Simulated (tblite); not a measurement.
C$_{6}$H$_{16}$N$_{2}$, triplet, at the geometry of the source list (a higher spin typed on purpose: for a closed-shell molecule this is an excited state); GFN1-xTB in tblite.

Input for tblite:
```
$ tblite run mol.xyz --method gfn1 --charge 0 --spin 2 --json tblite.json --no-restart

# file mol.xyz
24

C      2.41240000    -1.09460000     0.97750000
N      1.34980000    -0.27300000     0.44100000
C      1.86760000     0.93370000    -0.16730000
C      0.51700000    -1.04020000    -0.46510000
C     -0.68000000    -0.25830000    -1.01810000
N     -1.30650000     0.61790000    -0.04710000
C     -1.76190000    -0.09170000     1.12920000
C     -2.37730000     1.37450000    -0.65780000
H      2.98100000    -0.51240000     1.70130000
H      1.98200000    -1.95600000     1.48840000
H      3.10470000    -1.46230000     0.20110000
H      1.03490000     1.59190000    -0.39930000
H      2.44490000     0.73210000    -1.08520000
H      2.51830000     1.43740000     0.54630000
H      0.15820000    -1.91350000     0.08710000
H      1.09680000    -1.41460000    -1.33220000
H     -0.35230000     0.36710000    -1.85340000
H     -1.39960000    -0.99750000    -1.42300000
H     -0.89800000    -0.50100000     1.64530000
H     -2.26120000     0.61180000     1.79430000
H     -2.46660000    -0.90510000     0.88770000
H     -3.19590000     0.73580000    -1.03100000
H     -1.98270000     1.94980000    -1.49550000
H     -2.78580000     2.06820000     0.07570000
```

Question: What does tblite print? Leave out banner, timings and long lists.

Answer: 
```
xTB calculator
 | screened Coulomb repulsion
 | Coulomb electrostatics
 |  * isotropic Klopman-Ohno-Mataga-Nishimoto electrostatics
 |  * onsite third-order electrostatics
 | DFT-D3(BJ) dispersion correction

halogen bonding energy    0.0000000000000E+00 Eh
repulsion energy          3.3042505086224E-01 Eh
dispersion energy        -1.0430776035177E-02 Eh
number of electrons       5.0000000000000E+01 e
integral cutoff           1.9731147476801E+01 bohr

------------------------------------------------------------
  cycle        total energy    energy error   density error
------------------------------------------------------------
      1     -27.36679285172  -2.7686787E+01   5.1306623E-01
      2     -27.41024347730  -4.3450626E-02   3.0702536E-01
      3     -27.34737865654   6.2864821E-02   8.2910150E-02
      4     -27.18861514460   1.5876351E-01   1.1926172E-01
      5     -27.37557274874  -1.8695760E-01   7.0503061E-02
      6     -27.36016588575   1.5406863E-02   6.1196113E-02
      7     -27.41082509845  -5.0659213E-02   1.6381612E-02
      8     -27.37318289029   3.7642208E-02   5.8421923E-02
      9     -27.37329471165  -1.1182136E-04   5.9772577E-02
     10     -27.37972267296  -6.4279613E-03   5.2888433E-02
     11     -27.41322243970  -3.3499767E-02   7.5715324E-03
     12     -27.41296845294   2.5398676E-04   8.7343642E-03
     13     -27.41370832935  -7.3987641E-04   3.3103383E-03
     14     -27.41378916398  -8.0834633E-05   1.9811681E-03
     15     -27.41382879510  -3.9631117E-05   9.3072874E-04
     16     -27.41382634542   2.4496749E-06   1.0203867E-03
     17     -27.41383606352  -9.7181020E-06   4.8346330E-04
     18     -27.41383892246  -2.8589377E-06   5.4748623E-06
     19     -27.41383892175   7.0627593E-10   9.0848790E-06
------------------------------------------------------------

electronic energy        -2.7733833196581E+01 Eh
total energy             -2.7413838921754E+01 Eh

Post processing:
 | Mayer-Wiberg bond orders

[Info] JSON dump of results written to 'tblite.json'
```
